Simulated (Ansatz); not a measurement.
System: GaCl2, charge 0, doublet. GaCl2 (SMILES [Cl][Ga][Cl], doublet).
B3LYP-D3(BJ)/def2-TZVP minimum from Ansatz (a program for electronic structure):
```
Ga
Cl 1 2.1845
Cl 1 2.1845 2 119.12
```
Charge 0, spin multiplicity 2.

Wanted: atomisation energy (electronic, to ground-state atoms), in kJ/mol. Radicals and triplets start from unrestricted determinants; spin-orbit coupling is neglected. Cores are frozen in correlated methods (noble-gas shells, and filled d and f shells in the p block). No relativity. CBS(X,Y): correlation extrapolated as X^-3, Hartree-Fock from the larger set. A bracket is a step between two methods taken in the basis named. Double hybrids freeze cores in their MP2 part. For partners of very few electrons the exact lower level stands in for a higher one. The spin of Cl2Ga ([Cl][Ga][Cl], doublet) was assumed, and the state is the lowest solution found for it.

CCSD(T)/CBS(def2-TZVPP,def2-QZVPP) + [CCSDT(Q) - CCSD(T)]/def2-SVP (Ansatz) gives 699.3 kJ/mol.

### Question
What does PBE/def2-TZVPD (Ansatz) give here, and how do the other levels compare?

### Answer
PBE gives 698.2 kJ/mol, 1.1 kJ/mol below it. Differences of the others: r2SCAN/def2-TZVPD (Ansatz) 12.2; PBE0/def2-TZVPD (Ansatz) -11.8; B2PLYP/def2-TZVPD (Ansatz) -31.7; CCSD(T)/CBS(def2-TZVPP,def2-QZVPP) (Ansatz) -2.1 kJ/mol.
